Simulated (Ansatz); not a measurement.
Input file for C3H9BO2Te (`CC(C)[Te]B(O)O`):

```yaml
crystal:
  periodic: [false, false, false]
  atoms:
    - {symbol: C, position_ang: [0.786928, 0.599664, 1.314386]}
    - {symbol: C, position_ang: [0.663535, -0.545761, 0.333193]}
    - {symbol: C, position_ang: [1.922610, -1.384533, 0.248708]}
    - {symbol: Te, position_ang: [0.178830, 0.174560, -1.662353]}
    - {symbol: B, position_ang: [-1.888740, 0.685617, -1.220206]}
    - {symbol: O, position_ang: [-2.728840, 1.237116, -2.142447]}
    - {symbol: O, position_ang: [-2.363082, 0.436034, 0.027718]}
    - {symbol: H, position_ang: [-0.137117, 1.174279, 1.378239]}
    - {symbol: H, position_ang: [1.011148, 0.206037, 2.313278]}
    - {symbol: H, position_ang: [1.596594, 1.277133, 1.031822]}
    - {symbol: H, position_ang: [-0.192986, -1.170310, 0.589758]}
    - {symbol: H, position_ang: [2.169376, -1.779813, 1.240004]}
    - {symbol: H, position_ang: [2.777033, -0.789823, -0.086765]}
    - {symbol: H, position_ang: [1.808026, -2.228964, -0.433264]}
    - {symbol: H, position_ang: [-2.338178, 1.395525, -3.003190]}
    - {symbol: H, position_ang: [-3.288133, 0.690837, 0.115417]}
basis:
  gaussian: {orbitals: def2-SVP}
correlation: {method: ccsd_t}
```

```sh
$ ansatz run in.yaml --threads 3 --pin off --events-out ev --progress --plain --backend cuda
```

Output of Ansatz, abridged:

```
Functional definition: HF
1634 factors; integrals over basis functions are off by at most 1.5e-3 eV
mean field evaluation 1: about -15237.0958 eV, gradient 4.7e1 eV
mean field evaluation 2: about -15237.2890 eV, gradient 4.7e1 eV
mean field evaluation 4: about -15242.3680 eV, gradient 4.4e0 eV
mean field evaluation 8: about -15242.4387 eV, gradient 2.4e-1 eV
mean field -15242.43894367 eV, -560.1492994835 hartree, gradient 1.5e-6 eV, S^2 0.000000; 0 other end points of the search recorded, 0 dependent functions left out
10 core orbitals not correlated: weight in the atoms' cores, before any rotation towards them, 1.000 or more for the frozen orbitals, at most 0.000 for the correlated occupied ones
reference -15242.43894367 eV, -560.1492994835 hartree; 26, 26 occupied and 119, 119 virtual orbitals, 1634 factors
second order -27.51399997 eV of doubles, -0.00000000 eV of singles
cycle   1  -28.32279080 eV  change   -8.1e-1 eV  update   1.2e-1
cycle   2  -29.00826469 eV  change   -6.9e-1 eV  update   3.4e-2
cycle   3  -29.16817652 eV  change   -1.6e-1 eV  update   1.7e-2
cycle   4  -29.16406959 eV  change    4.1e-3 eV  update   4.0e-3
cycle   5  -29.16295080 eV  change    1.1e-3 eV  update   1.6e-3
cycle   6  -29.16308999 eV  change   -1.4e-4 eV  update   5.1e-4
cycle   7  -29.16277239 eV  change    3.2e-4 eV  update   1.7e-4
cycle   8  -29.16268376 eV  change    8.9e-5 eV  update   6.4e-5
cycle   9  -29.16268535 eV  change   -1.6e-6 eV  update   2.5e-5
perturbative correction -0.85346741 eV, -0.0313643487 hartree
Total energy: -15272.45509642 eV, -561.2523727516 hartree
```

It took 2.8 s on 3 threads of an AMD EPYC 7R13 on a shared host and a share of an NVIDIA H100 80 GB, with 0.82 GiB of host memory at the peak.

Correlation energy per correlated electron: -0.577 eV. T1 diagnostic: 0.0108.
